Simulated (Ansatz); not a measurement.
Compare A (`CCOBO`) with its isomer B (`BOCCO`).

Program: Ansatz. Geometries: PBE0-D4/def2-TZVP. ΔE: electronic, gas phase. CCSD(T)/CBS is the MP2 limit (def2-TZVPP, def2-QZVPP) plus CCSD(T) − MP2 in def2-TZVPP, frozen cores. Functionals use def2-TZVPP. B3LYP here is the variant with VWN-RPA as its local correlation; programs differ in this. One conformer a species, not always the lowest.

A:

```xyz
12

C     1.468    0.713   -0.573
C     0.679   -0.540   -0.276
O    -0.712   -0.267   -0.289
B    -1.457   -0.311    0.843
O    -2.781   -0.021    0.787
H     2.536    0.486   -0.615
H     1.168    1.138   -1.533
H     1.308    1.466    0.202
H     0.967   -0.958    0.695
H     0.868   -1.301   -1.038
H    -0.980   -0.602    1.904
H    -3.064    0.199   -0.106
```

B:

Z-matrix (Å, degrees):
```
C
O 1 1.415
C 1 1.517 2 109.7
H 1 1.093 2 108.2 3 119.5
H 1 1.097 2 110.2 3 -121.9
B 2 1.340 1 122.2 3 109.4
O 3 1.407 1 111.5 2 175.1
H 3 1.092 1 109.4 2 57.2
H 3 1.099 1 109.6 2 -60.4
H 6 1.204 2 120.1 1 1.7
H 6 1.196 2 117.0 1 -178.4
H 7 0.960 3 108.8 1 69.8
```

Q: Which isomer does CCSD(T)/CBS put lower? Give the gap. (Best estimate.)

A: Computed: A, by 54.0 kcal/mol.

Q: Give E(B) − E(A) in kcal/mol with r2SCAN-D4, HF/def2-TZVPP, CCSD(T)/def2-TZVPP, B3LYP-D4, MP2/def2-TZVPP, ωB97M-V, PBE-D4. (An estimate is asked.)

A: Computed: r2SCAN-D4 55.2, HF/def2-TZVPP 54.0, CCSD(T)/def2-TZVPP 53.9, B3LYP-D4 53.9, MP2/def2-TZVPP 55.5, ωB97M-V 54.2, PBE-D4 53.3. None reverses the order clearly.

Largest T1 diagnostic: 0.013.

From PBE to PBE0 (25 % exact exchange), in def2-TZVPP and without D4, E(B) − E(A) moves by +0.7 kcal/mol.
